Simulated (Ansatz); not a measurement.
Relaxation of CH7BClN (11 atoms, charge 0, multiplicity 1), to a largest force component of 0.03 eV/Å in at most 50 steps.

All numbers below come from Ansatz 0.2.0, RKS PBE0/6-31G*.

```xyz
11
Properties=species:S:1:pos:R:3
B 0.092 0.655 -0.529
H -0.094 0.007 1.775
N 1.309 0.015 -0.729
H 1.370 -0.942 -1.040
H 2.201 0.463 -0.572
C -1.310 0.015 -0.827
H -1.269 -1.076 -0.917
H -2.049 0.273 -0.063
H -1.697 0.408 -1.776
Cl 0.173 2.406 0.020
H -0.149 0.697 1.926
```

Where does it end, and by what steps?

The forces met the threshold. The force dipped under the threshold on the way, but the program's further checks kept it going. After 28 steps the energy has fallen by 0.214 eV; H2 moved furthest, 1.47 Å.

```tsv
step	energy less start (eV)	largest force component (eV/Å)	accepted
0	0.0000	1.488	yes
1	-0.1368	0.434	yes
2	-0.1750	0.244	yes
3	-0.1921	0.234	yes
4	-0.1982	0.154	yes
5	-0.2045	0.073	yes
6	-0.2066	0.065	yes
7	-0.2073	0.055	yes
8	-0.2078	0.035	yes
9	-0.2077	0.196	no
10	-0.2080	0.046	yes
11	-0.1995	0.751	no
12	-0.2087	0.028	yes
13	-0.2084	0.253	no
14	-0.2090	0.048	yes
15	-0.2093	0.066	yes
16	-0.2096	0.120	yes
17	-0.2106	0.023	yes
18	-0.2102	0.256	no
19	-0.2110	0.060	yes
20	-0.2113	0.099	yes
21	-0.2116	0.094	yes
22	-0.2120	0.110	yes
23	-0.2123	0.099	yes
24	-0.2127	0.062	yes
25	-0.2132	0.016	yes
26	-0.2134	0.064	yes
27	-0.2137	0.042	yes
28	-0.2139	0.022	yes
```

```xyz
11
Properties=species:S:1:pos:R:3
B 0.143 0.633 -0.786
H -0.383 0.250 3.192
N 1.352 -0.005 -1.049
H 1.396 -0.940 -1.426
H 2.251 0.419 -0.877
C -1.265 -0.010 -1.041
H -1.207 -1.022 -1.457
H -1.839 -0.059 -0.108
H -1.853 0.608 -1.729
Cl 0.237 2.295 -0.111
H -0.254 0.755 2.660
```

Whether the end is a true minimum wasn't checked by a vibrational analysis.

Run time: 110 s on 1 thread of Arm Neoverse V1, on a shared host, peak memory 0.15 GiB.
